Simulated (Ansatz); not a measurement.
Basis-set series for C$_{2}$H$_{9}$AsSi (`CC([SiH3])[AsH2]`). Charge 0, multiplicity 1. The structure was optimised at the PBE0-D4/def2-TZVP level.

```csv
atom,x (Å),y (Å),z (Å)
C1,-0.962,0.859,0.524
C2,-0.262,-0.442,0.151
Si3,1.568,-0.413,0.579
As4,-0.472,-0.964,-1.751
H5,-0.542,1.703,-0.029
H6,-0.858,1.078,1.592
H7,-2.030,0.818,0.294
H8,-0.699,-1.281,0.706
H9,1.747,-0.091,2.022
H10,2.202,-1.727,0.295
H11,2.254,0.636,-0.225
H12,-0.009,0.377,-2.311
H13,-1.939,-0.552,-1.848
```

| functional | basis | functions | energy (Eh) | HOMO (eV) | LUMO (eV) |
| --- | --- | --- | --- | --- | --- |
| PBE0-D4 | def2-SVP | 123 | -2606.06574 | -7.23 | 0.37 |
| PBE0-D4 | def2-TZVPP | 278 | -2606.53046 | -7.27 | 0.06 |
| ωB97M-V | def2-SVP | 123 | -2606.33673 | -9.38 | 2.22 |
| ωB97M-V | def2-TZVPP | 278 | -2606.80839 | -9.43 | 1.72 |

**Question.** Give the rows for def2-QZVPP. (An estimate is asked.)

**Answer.** Ansatz gave: 
```
functional       basis  functions  energy (Eh)  HOMO (eV)  LUMO (eV)
   PBE0-D4  def2-QZVPP        543  -2606.59332      -7.30      -0.11
   ωB97M-V  def2-QZVPP        543  -2606.86936      -9.46       1.38
```

Positive LUMOs are unbound and depend on the basis. Scalar relativity is left out up to krypton.
